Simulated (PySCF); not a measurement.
# Spin-rotation constants: `N#C[C@]1(S(=O)(=O)O)CO1`, C₃H₃NO₄S

Molfile (atoms numbered from 1):
```
C3H3NO4S
     RDKit          3D

 12 12  0  0  0  0  0  0  0  0999 V2000
   -0.2482    2.6984   -0.6725 N   0  0  0  0  0  0  0  0  0  0  0  0
   -0.4196    1.6366   -0.2838 C   0  0  0  0  0  0  0  0  0  0  0  0
   -0.5432    0.3008    0.1707 C   0  0  2  0  0  0  0  0  0  0  0  0
    1.0765   -0.4570    0.5363 S   0  0  0  0  0  6  0  0  0  0  0  0
    1.7977    0.3238    1.4816 O   0  0  0  0  0  0  0  0  0  0  0  0
    0.8655   -1.8441    0.7484 O   0  0  0  0  0  0  0  0  0  0  0  0
    1.7722   -0.2465   -0.8964 O   0  0  0  0  0  0  0  0  0  0  0  0
   -1.5920   -0.6485   -0.2137 C   0  0  0  0  0  0  0  0  0  0  0  0
   -1.5139   -0.1038    1.0698 O   0  0  0  0  0  0  0  0  0  0  0  0
    2.5340    0.3355   -0.8414 H   0  0  0  0  0  0  0  0  0  0  0  0
   -2.4204   -0.3054   -0.8250 H   0  0  0  0  0  0  0  0  0  0  0  0
   -1.3073   -1.6905   -0.3001 H   0  0  0  0  0  0  0  0  0  0  0  0
  1  2  3  0
  3  2  1  6
  3  4  1  0
  4  5  2  0
  4  6  2  0
  4  7  1  0
  3  8  1  0
  8  9  1  0
  9  3  1  0
  7 10  1  0
  8 11  1  0
  8 12  1  0
M  END
```

Computed, not measured: GIAO B97-2/pcSseg-1 magnetisability, rotational g tensor and spin-rotation constants, non-relativistic, gas phase in PySCF. Geometry: GFN2-xTB.

(1) Give the nuclear spin-rotation constants along the inertial axes (H = +C I·J) beside the isotropic shieldings.

Results:

(1) Rotational constants 2.0590, 1.5115, 1.1243 GHz. A star marks the isotopologue with that one atom substituted, in its own axes.
| atom | isotope | Caa (kHz) | Cbb (kHz) | Ccc (kHz) | mean (kHz) | σ (ppm) |
| --- | --- | --- | --- | --- | --- | --- |
| N1 | 14N | 0.314 | 0.165 | 0.268 | 0.249 | -53.0 |
| H10 | 1H | -0.280 | 0.079 | -0.123 | -0.108 | 26.4 |
| H11 | 1H | -0.021 | -0.134 | -0.097 | -0.084 | 28.6 |
| H12 | 1H | -0.081 | -0.082 | -0.099 | -0.087 | 28.4 |
| C2 | 13C* | 0.587 | 0.230 | 0.484 | 0.434 | 70.9 |
| C3 | 13C* | 0.238 | 0.418 | 0.229 | 0.295 | 129.0 |
| S4 | 33S* | 0.890 | 0.559 | 0.431 | 0.627 | 200.0 |
| O5 | 17O* | -0.525 | -0.323 | -0.256 | -0.368 | 113.0 |
| O6 | 17O* | -0.485 | -0.364 | -0.219 | -0.356 | 123.2 |
| O7 | 17O* | -0.533 | -0.344 | -0.168 | -0.348 | 136.4 |
| C8 | 13C* | 0.260 | 0.356 | 0.242 | 0.286 | 133.2 |
| O9 | 17O* | -0.015 | -0.077 | -0.276 | -0.123 | 271.7 |

For the geometry as given, no vibrational averaging.
